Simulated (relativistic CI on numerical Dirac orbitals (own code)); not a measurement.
Method of calculation: Dirac-Coulomb-Breit CI, KLI orbitals optimised for each configuration, model QED, unscaled Slater integrals (own radial code, finite nucleus).

The strongest absorption lines from the ground level of an ion, among the configurations computed and to levels below about 3280 eV (vacuum wavelength in Å, gf): 3.7892 (0.052), 3.7934 (0.027), 4.2238 (0.12), 4.2341 (0.065), 5.6174 (0.49), 5.6611 (0.26), 97.981 (0.099), 179.62 (0.026).

(1) Which ion is it?
A. Ge29+
B. Br32+
C. Cu26+
D. Br30+

Results:

(1) B. Br32+ has 3 electrons and the ground level 2s 2S_1/2; the strongest line goes to 3p 2P°_3/2. The pattern of lines fixes the number of electrons, and along that sequence the line energies rise steadily with the charge (about as its square where n changes within one kind of shell, about linearly where n is kept but much faster in heavy ions where fine structure, which grows about as Z⁴, sets the gap, and irregularly where shells cross), which fixes Z. Configurations outside the model, such as inner-shell arrays, can give stronger lines. At this charge energies of transitions that change n are usually good to better than 1 %, and those within a shell (Δn = 0) to a few per cent.
